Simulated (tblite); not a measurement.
Species: C3H12N2Si2.
SMILES with atom numbers: `[CH3:1][N:2]1[SiH2:3][NH:4][CH2:5][Si@H:6]1[CH3:7]` (hydrogens: H8, H9, H10 on C1; H11, H12 on Si3; H13 on N4; H14, H15 on C5; H16 on Si6; H17, H18, H19 on C7)

Computed with GFN2-xTB (tblite), gas phase: L-BFGS steps from a force-field or distance-geometry start until the largest atomic force falls under 0.01 eV/Å.

Geometry at step 13:
```
atom  x, y, z in Å
C1      2.0084    0.7590   -0.6890
N2      0.9087    0.1636    0.0190
Si3     1.1180   -0.6869    1.5262
N4     -0.5374   -0.9012    1.9392
C5     -1.4102   -1.0506    0.7695
Si6    -0.5580   -0.2857   -0.7802
C7     -1.5468    1.1660   -1.4975
H8      2.6878    1.2289    0.0167
H9      1.6423    1.5198   -1.3751
H10     2.5682    0.0129   -1.2600
H11     1.7055   -2.0014    1.2571
H12     1.8537    0.0674    2.5278
H13    -0.9364   -0.3169    2.6576
H14    -1.5653   -2.1293    0.6240
H15    -2.3854   -0.5961    0.9638
H16    -0.2851   -1.3232   -1.7825
H17    -2.4822    0.8108   -1.9145
H18    -1.0181    1.6845   -2.2873
H19    -1.7776    1.8876   -0.7223
```

**Question.** What forces act on the atoms?

**Answer.** 
| atom | Fx (eV/Å) | Fy (eV/Å) | Fz (eV/Å) |
| --- | --- | --- | --- |
| C1 | 0.052 | 0.031 | -0.015 |
| N2 | -0.008 | 0.021 | 0.003 |
| Si3 | -0.130 | -0.004 | 0.006 |
| N4 | -0.094 | 0.005 | -0.090 |
| C5 | 0.018 | 0.037 | 0.033 |
| Si6 | -0.110 | -0.119 | 0.281 |
| C7 | 0.059 | -0.049 | 0.048 |
| H8 | 0.102 | 0.042 | 0.062 |
| H9 | -0.004 | 0.026 | -0.088 |
| H10 | 0.046 | 0.019 | -0.057 |
| H11 | 0.076 | -0.086 | 0.072 |
| H12 | 0.021 | 0.131 | -0.025 |
| H13 | 0.020 | -0.149 | -0.061 |
| H14 | -0.085 | 0.221 | -0.012 |
| H15 | 0.093 | -0.148 | 0.014 |
| H16 | -0.061 | -0.058 | -0.147 |
| H17 | -0.038 | -0.014 | -0.004 |
| H18 | 0.085 | 0.001 | -0.043 |
| H19 | -0.044 | 0.094 | 0.023 |

The largest, 0.32 eV/Å, acts on Si6; the rms over all components is 0.082 eV/Å. The forces sum to zero within rounding, as they must for an isolated molecule in no field.

**Question.** Give the force on Si6 in Eh/bohr and in nN.

**Answer.** 0.324 eV/Å ÷ 51.422 = 0.00631 Eh/bohr, and 0.324 eV/Å × 1.602 = 0.52 nN.

**Question.** How far is this geometry from the end of the optimisation?

**Answer.** 0.234 eV above it, and 0.435 Å rms away after alignment. The bonds farthest from their final lengths, with half the difference of the two atoms' forces along the bond (positive lengthens):

```json
{"bond": "C5–Si6", "now (Å)": "1.927", "final (Å)": "1.907", "force along bond (eV/Å)": "-0.16"}
{"bond": "N4–C5", "now (Å)": "1.467", "final (Å)": "1.448", "force along bond (eV/Å)": "-0.08"}
{"bond": "Si3–H12", "now (Å)": "1.454", "final (Å)": "1.472", "force along bond (eV/Å)": "+0.06"}
{"bond": "Si3–N4", "now (Å)": "1.720", "final (Å)": "1.707", "force along bond (eV/Å)": "-0.03"}
{"bond": "Si6–H16", "now (Å)": "1.468", "final (Å)": "1.478", "force along bond (eV/Å)": "+0.13"}
{"bond": "C5–H14", "now (Å)": "1.099", "final (Å)": "1.094", "force along bond (eV/Å)": "-0.08"}
```

The angle farthest from its final value is Si3–N4–C5, 113.2° against 120.0°.

Of the 5 listed bonds off by 0.010 Å or more, this force points towards the final length in 5.

What follows is the cost of the whole relaxation. Hardware: one thread of an Arm Neoverse V1 (shared host). Cost: 1.1 s wall.
